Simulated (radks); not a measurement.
The numbers below are computed, except where a source is named.
Q: Species: As IX. Configuration: [Ar] 3d5 4s2 (not the ground configuration). Level of theory: Dirac Kohn-Sham, PBE, spin-unpolarised, spherical densities, point nucleus; open shells fill j = l - 1/2 first (a radial shooting solver on a logarithmic mesh with Libxc functionals). Some entries of the table are withheld. Estimate them.

orbital  occ.  eigenvalue (eV)  <r^2> (bohr^2)
1s1/2       2        -11927.32        0.002787
2s1/2       2        -1702.482         0.04829
2p1/2       2        -1543.995             (1)
2p3/2       4        -1507.442             (2)
3s1/2       2        -380.7970          0.3695
3p1/2       2              (3)             (4)
3p3/2       4              (5)             (6)
3d3/2       4        -230.0138          0.3750
3d5/2       1        -229.0109          0.3783
4s1/2       2        -135.8029           1.975
4p1/2       0        -119.0062           2.211
4p3/2       0        -117.7939           2.255
5s1/2       0         -69.1385             (7)

A: 
(1) 2p1/2 <r^2> (bohr^2): 0.03737
(2) 2p3/2 <r^2> (bohr^2): 0.03883
(3) 3p1/2 eigenvalue (eV): -326.9599
(4) 3p1/2 <r^2> (bohr^2): 0.3749
(5) 3p3/2 eigenvalue (eV): -321.1095
(6) 3p3/2 <r^2> (bohr^2): 0.3855
(7) 5s1/2 <r^2> (bohr^2): 6.706
